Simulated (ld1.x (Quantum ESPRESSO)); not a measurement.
**silicon (Si): TM pseudisation with LDA (PZ), scalar-relativistic reference atom.**

```json
{"Element": "silicon", "Generator": "ld1.x (Quantum ESPRESSO) 7.5", "Type": "norm-conserving Troullier–Martins (Kleinman–Bylander form)", "Functional": "LDA (PZ)", "Relativity": "scalar-relativistic", "Frozen core": "[Ne]", "Valence charge": "4", "Reference configuration": "3s2 3p2", "Partial waves": "3s (bound): rc 1.55 bohr; 3p (bound): rc 2.35 bohr", "Local potential": "all-electron potential smoothed inside 1.30 bohr (lloc = -1)", "Core correction": "none"}
```

All-electron outer shells of the reference configuration (LDA (PZ), scalar-relativistic, ld1.x):

```tsv
shell	level (eV)	outermost node (bohr)	outermost maximum (bohr)
2s	-138.73	0.15	0.45
2p	-95.60	–	0.39
3s	-10.88	0.72	1.77
3p	-4.17	0.72	2.14
```

Does the generator finish with these settings?

Yes, a potential is produced and its reference levels are reproduced.

Estimate the cutoffs (Ry, on a coarse ladder) from which the occupation-weighted sum of valence levels, in a spherical-Bessel basis at the reference potential, stays within 10 and 1 mRy of its value at 400 Ry.

15 Ry and 40 Ry.

What does a ghost test show?

No extra level below or beside the all-electron valence levels (s, p, d, f tested).

Which valence shell sets the plane-wave cutoff?

3s: its level needs 35 Ry to come within 1 mRy, against 8 Ry for 3p.

Tests: 3s2 3p1; 3s2 3p0; 3s1 3p0; 3s1 3p2; 3s0 3p4; 3s2 3p1.5; 3s2 3p2.3. Which has the largest error in its energy relative to the reference configuration, and how large is it?

3s1 3p0, with +257 meV (all-electron minus pseudo) on +58.09 eV.
